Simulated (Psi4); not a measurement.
Psi4 input (wB97X-D/6-311+G**):

```
memory 1500 MB

molecule {
0 2
C     2.09548800   -0.18265900    0.48171200
Si    0.67533200    0.85884000   -0.16490700
B    -1.08027600   -0.36737900   -0.10901300
O    -1.39708100   -0.32401600   -1.34376300
O    -1.45805600   -0.90461400    1.08214600
H     2.28518900   -1.03097100   -0.17715700
H     3.00516000    0.42181200    0.52985900
H     1.87689800   -0.56132000    1.48042600
H     0.93512900    1.35875900   -1.52728200
H     0.36508200    2.00020800    0.73483300
H    -2.25255600   -1.45035500    1.01574200
symmetry c1
no_reorient
no_com
}

set {
  basis 6-311+G**
  reference uks
  scf_type df
  df_basis_scf def2-universal-jkfit
  dft_radial_points 99
  dft_spherical_points 590
  e_convergence 1e-8
  d_convergence 1e-7
  maxiter 150
}

e = energy('wb97x-d')
print_out(f'\nFINAL {e:.10f} DIPOLE {variable("CURRENT DIPOLE")[0]:.6f} {variable("CURRENT DIPOLE")[1]:.6f} {variable("CURRENT DIPOLE")[2]:.6f}\n')
```

Output:

```
   => Loading Basis Set <=

    Name: 6-311+G**
    Role: ORBITAL
    Keyword: BASIS
    atoms 1    entry C          line   129 file 6-311pgss.gbs
    atoms 2    entry SI         line   351 file 6-311pgss.gbs
    atoms 3    entry B          line   108 file 6-311pgss.gbs
    atoms 4-5  entry O          line   171 file 6-311pgss.gbs
    atoms 6-11 entry H          line    42 file 6-311pgss.gbs

   => WB97X-D: Empirical Dispersion <=

    Chai and Head-Gordon Dispersion Correction
    Chai, J.-D.; Head-Gordon, M. (2010), J. Chem. Phys., 132: 6615-6620

        s6 =       1.000000

         ---------------------------------------------------------
                                   SCF
               by Justin Turney, Rob Parrish, Andy Simmonett
                          and Daniel G. A. Smith
                              UKS Reference
         ---------------------------------------------------------

  ==> Geometry <==

    Molecular point group: c1
    Full point group: C1

    Geometry (in Angstrom), charge = 0, multiplicity = 2:

       Center              X                  Y                   Z               Mass
    ------------   -----------------  -----------------  -----------------  -----------------
         C            2.095488000000    -0.182659000000     0.481712000000    12.000000000000
         SI           0.675332000000     0.858840000000    -0.164907000000    27.976926534650
         B           -1.080276000000    -0.367379000000    -0.109013000000    11.009305360000
         O           -1.397081000000    -0.324016000000    -1.343763000000    15.994914619570
         O           -1.458056000000    -0.904614000000     1.082146000000    15.994914619570
         H            2.285189000000    -1.030971000000    -0.177157000000     1.007825032230
         H            3.005160000000     0.421812000000     0.529859000000     1.007825032230
         H            1.876898000000    -0.561320000000     1.480426000000     1.007825032230
         H            0.935129000000     1.358759000000    -1.527282000000     1.007825032230
         H            0.365082000000     2.000208000000     0.734833000000     1.007825032230
         H           -2.252556000000    -1.450355000000     1.015742000000     1.007825032230

  Running in c1 symmetry.

  Rotational constants: A =      0.19280  B =      0.08245  C =      0.06677 [cm^-1]
  Rotational constants: A =   5780.02708  B =   2471.67056  C =   2001.74735 [MHz]
  Nuclear repulsion =  204.285266103195738

  Charge       = 0
  Multiplicity = 2
  Electrons    = 47
  Nalpha       = 24
  Nbeta        = 23

  ==> Algorithm <==

[...]
      22A     -0.401949    23A     -0.401692

    Beta Virtual:

      24A     -0.073543    25A      0.047531    26A      0.059545
      27A      0.072207    28A      0.084728    29A      0.093158
      30A      0.096148    31A      0.102464    32A      0.109153
      33A      0.118471    34A      0.128145    35A      0.131473
      36A      0.140920    37A      0.156877    38A      0.173473
      39A      0.183956    40A      0.190209    41A      0.204535
      42A      0.208572    43A      0.222911    44A      0.246579
      45A      0.256205    46A      0.287597    47A      0.292146
      48A      0.310650    49A      0.323750    50A      0.331545
      51A      0.337428    52A      0.350112    53A      0.354813
      54A      0.360233    55A      0.376330    56A      0.385090
      57A      0.432763    58A      0.445106    59A      0.460909
      60A      0.475852    61A      0.505365    62A      0.527678
      63A      0.559162    64A      0.575699    65A      0.598562
      66A      0.623857    67A      0.654125    68A      0.686918
      69A      0.696616    70A      0.715747    71A      0.731078
      72A      0.788870    73A      0.793255    74A      0.810898
      75A      0.854661    76A      0.917733    77A      0.950855
      78A      0.971590    79A      1.012203    80A      1.066791
      81A      1.086625    82A      1.119283    83A      1.126324
      84A      1.146204    85A      1.178011    86A      1.182496
      87A      1.198076    88A      1.218636    89A      1.292225
      90A      1.325820    91A      1.373398    92A      1.401491
      93A      1.419801    94A      1.478022    95A      1.495482
      96A      1.523109    97A      1.533019    98A      1.542270
      99A      1.585343   100A      1.651285   101A      1.662180
     102A      1.671460   103A      1.719991   104A      1.773491
     105A      1.789179   106A      1.836172   107A      1.841137
     108A      1.893376   109A      1.983500   110A      2.044070
     111A      2.114941   112A      2.134356   113A      2.189727
     114A      2.271892   115A      2.296045   116A      2.307802
     117A      2.458848   118A      2.531493   119A      2.587441
     120A      2.604695   121A      2.617842   122A      2.619362
     123A      2.658015   124A      2.791411   125A      2.797199
     126A      2.909152   127A      2.942640   128A      2.992126
     129A      3.108278   130A      3.147382   131A      3.281453
     132A      3.345874   133A      3.384757   134A      3.410575
     135A      3.637563   136A      3.700594   137A      3.835115
     138A      3.841864   139A      3.934638   140A      5.054328
     141A      5.110820   142A      5.175904   143A      5.335758
     144A      5.551050   145A      5.665228   146A      5.762331
     147A     11.515646   148A     11.560665   149A     11.591795
     150A     14.875773   151A     24.055606   152A     49.988493
     153A     50.007549   154A    141.265668

    Final Occupation by Irrep:
              A
    DOCC [    23 ]
    SOCC [     1 ]
    NA   [    24 ]
    NB   [    23 ]

  @DF-UKS Final Energy:  -506.55364488494035

   => Energetics <=

    Nuclear Repulsion Energy =            204.2852661031957382
    One-Electron Energy =               -1102.9462380613215373
    Two-Electron Energy =                 427.2772616436574253
    DFT Exchange-Correlation Energy =     -35.1661899562342342
    Empirical Dispersion Energy =          -0.0037446142377057
    VV10 Nonlocal Energy =                  0.0000000000000000
    Total Energy =                       -506.5536448849403541

  UHF NO Occupations:
  HONO-2 :   22  A 1.9997145
  HONO-1 :   23  A 1.9977053
  HONO-0 :   24  A 1.0000000
  LUNO+0 :   25  A 0.0022947
  LUNO+1 :   26  A 0.0002855
  LUNO+2 :   27  A 0.0001826
  LUNO+3 :   28  A 0.0001427

Computation Completed

Properties will be evaluated at   0.000000,   0.000000,   0.000000 [a0]

Properties computed using the SCF density matrix

 Multipole Moments:

 ------------------------------------------------------------------------------------
     Multipole            Electronic (a.u.)      Nuclear  (a.u.)        Total (a.u.)
 ------------------------------------------------------------------------------------

 L = 1.  Multiply by 2.5417464519 to convert [e a0] to [Debye]
 Dipole X            :          0.3607212            0.0000038            0.3607250
 Dipole Y            :         -0.2221194            0.0000076           -0.2221119
 Dipole Z            :          0.6691813           -0.0000113            0.6691699
 Magnitude           :                                                    0.7919878

 ------------------------------------------------------------------------------------

FINAL -506.5536448849 DIPOLE 0.360725 -0.222112 0.669170

*** Psi4 exiting successfully. Buy a developer a beer!
```

The geometry given is a B3LYP-D3(BJ)/def2-TZVP minimum.
